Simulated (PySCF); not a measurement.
**Atomic charges by several schemes**

Species: C₅H₁₂Si₃.
SMILES with atom numbers: `[CH:1]#[C:2][C:3]([SiH3:4])([SiH3:5])[SiH2:6][CH:7]=[CH2:8]` (hydrogens: H9 on C1; H10, H11, H12 on Si4; H13, H14, H15 on Si5; H16, H17 on Si6; H18 on C7; H19, H20 on C8)

Cartesian coordinates in Å at the GFN2-xTB level; atoms count from 1:
```xyz
20
C5H12Si3 angstrom
C     -2.7300    1.9464    0.3576
C     -1.8458    1.1386    0.2827
C     -0.7894    0.1682    0.1982
Si    -1.1100   -0.8987   -1.3580
Si    -0.8549   -0.8835    1.7959
Si     0.8620    1.1362    0.0484
C      2.2931   -0.0837    0.0270
C      2.9550   -0.4505   -1.0583
H     -3.5025    2.6524    0.4221
H     -0.0568   -1.9096   -1.4812
H     -2.4154   -1.5541   -1.2435
H     -1.1149   -0.0381   -2.5445
H     -0.5894   -0.0296    2.9574
H      0.1500   -1.9476    1.7215
H     -2.1858   -1.4776    1.9410
H      1.0042    2.0344    1.2038
H      0.8588    1.9366   -1.1829
H      2.5857   -0.5186    0.9753
H      3.7680   -1.1615   -1.0362
H      2.7129   -0.0492   -2.0292
```

Density: PBE0/pcSseg-1 (PySCF); schemes: Mulliken, IAO, Hirshfeld and ESP-fitted. Isolated species at its GFN2-xTB geometry (one conformer only).

Problem. Tabulate the Mulliken, IAO, Hirshfeld and ESP-fitted charges.

Solution. In e; atoms taken as equivalent share a row and are averaged (×n: the atom named and its like, n in all):

| atom | environment | Mulliken | IAO | Hirshfeld | ESP-fitted |
| --- | --- | --- | --- | --- | --- |
| C1 | terminal alkyne carbon | -0.413 | -0.278 | -0.125 | -0.463 |
| C2 | alkyne carbon | +0.446 | -0.041 | -0.049 | +0.077 |
| C3 | sp3 carbon bound to silicon | -1.189 | -0.751 | -0.210 | -0.316 |
| Si4/Si5 | SiH3 silicon | +0.538 | +0.611 | +0.307 | +0.328 |
| Si6 | SiH2 silicon | +0.736 | +0.767 | +0.333 | +0.370 |
| C7 | alkene CH carbon | -0.502 | -0.429 | -0.136 | -0.251 |
| C8 | terminal =CH2 carbon | -0.142 | -0.268 | -0.074 | -0.325 |
| H9 | alkyne hydrogen | +0.035 | +0.201 | +0.089 | +0.305 |
| H10 (×6) | Si–H hydrogen | -0.057 | -0.109 | -0.073 | -0.068 |
| H16/H17 | Si–H hydrogen | -0.041 | -0.111 | -0.073 | -0.065 |
| H18 | vinylic hydrogen | +0.138 | +0.153 | +0.043 | +0.153 |
| H19 | vinylic hydrogen | +0.123 | +0.152 | +0.052 | +0.165 |
| H20 | vinylic hydrogen | +0.120 | +0.146 | +0.047 | +0.165 |

Mean size of the charges over all atoms: Mulliken 0.267 e, IAO 0.264 e, ESP-fitted 0.189 e, Hirshfeld 0.118 e. Each set sums to the total charge, 0, to within 0.001 e. The IAO scheme projects the occupied orbitals on a minimal set of polarised atomic orbitals and counts the electrons in each atom's part of it. The ESP scheme is a least-squares fit of atom-centred charges to the potential on four shells outside the van der Waals surface, with the total charge fixed.

Lowest charge. The schemes don't all agree: Mulliken C3 (-1.189); IAO C3 (-0.751); Hirshfeld C3 (-0.210); ESP-fitted C1 (-0.463).

Highest charge. All schemes agree: Mulliken Si6 (+0.736); IAO Si6 (+0.767); Hirshfeld Si6 (+0.333); ESP-fitted Si6 (+0.370).

Problem. Sum the charges by element.

Solution. 
```csv
element,atoms,Mulliken,IAO,Hirshfeld,ESP-fitted
C,5,-1.800,-1.766,-0.594,-1.277
Si,3,+1.811,+1.989,+0.946,+1.026
H,12,-0.010,-0.224,-0.352,+0.251
```

Problem. How many electrons does the ESP-fitted scheme count on C1?

Solution. Z − q = 6 − (-0.463) = 6.463.
